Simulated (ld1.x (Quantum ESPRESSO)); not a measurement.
# Tl (Z = 81): one change to a TM potential, before and after

* Element: Tl (Z = 81)
* Generator: ld1.x (Quantum ESPRESSO) 7.5
* Type: norm-conserving Troullier–Martins (Kleinman–Bylander form)
* Functional: PBEsol
* Relativity: scalar-relativistic
* Frozen core: [Xe] 4f14 5d10
* Valence charge: 3
* Reference configuration: 6s2 6p1
* Partial waves: 6s (bound): rc 2.10 bohr; 6p (bound): rc 3.25 bohr; 6d channel at 0.35 Ry: rc 3.10 bohr
* Local potential: all-electron potential smoothed inside 1.85 bohr (lloc = -2)
* Core correction: Bessel-smoothed model core, default radius (core density twice the valence density)

Change: type RRKJ; local potential the d channel; rho0 0.02.

Cutoffs: the cutoffs (Ry, on a coarse ladder) from which the occupation-weighted sum of valence levels, in a spherical-Bessel basis at the reference potential, stays within 10 and 1 mRy of its value at 400 Ry; they do not see the model core or the augmentation charge, which bear on the density cutoff. Errors are all-electron minus pseudo energies relative to the spin-unpolarised reference configuration.

What does the change do?

The potential gets harder (18 Ry and 30 Ry → 30 Ry and 40 Ry); a bound ghost appears in p, s, which as a rule spoils a file; of the 7 tests that both files solve, the error grows in 6 and shrinks in 0 by more than 15 % and 0.3 meV (median size 40.7 → 69.4 meV). Several settings change at once here, so the effects cannot be laid on one of them.

| quantity | base | changed |
| --- | --- | --- |
| cutoff, loose | 18 Ry | 30 Ry |
| cutoff, tight | 30 Ry | 40 Ry |
| loose cutoff by channel (10 mRy a level) | s 10 Ry, p 6 Ry | s 30 Ry, p 8 Ry |
| bound ghosts | none | s, p |
| error for 6s2 6p0, meV [ΔE 5.15 eV] | -34 | -41 |
| error for 6s1 6p0, meV [ΔE 25.99 eV] | -416 | -467 |
| error for 6s2 6p0.5, meV [ΔE 1.85 eV] | -5.7 | -8.2 |
| error for 6s1 6p2, meV [ΔE 7.45 eV] | -41 | -69 |
| error for 6s0 6p3, meV [ΔE 15.29 eV] | -148 | -271 |
| error for 6s2 6p1.3, meV [ΔE -0.49 eV] | -0.3 | -1.0 |
| error for 6s1 6p1, meV [ΔE 13.51 eV] | -119 | -187 |
| s: phases at 3.53 bohr within 0.05 rad from the reference energy up to (Ry; the scan ends near 5) | 0.5 | 0.4 |
| p: phases at 3.53 bohr within 0.05 rad from the reference energy up to (Ry; the scan ends near 5) | 1.2 | 1.2 |
| d: phases at 3.53 bohr within 0.05 rad from the reference energy up to (Ry; the scan ends near 5) | 0.6 | 0.6 |

Changed file: These tests converged, but a pseudo level misses the all-electron one widely, so the file describes the atom poorly there or has found another state: 6s1 6p0: empty 6p by 2.4 eV (a node warning on the way). A true bound ghost makes a file unfit for plane-wave use even where its test errors are small: the radial tests pick states by their node count and pass the ghost by.
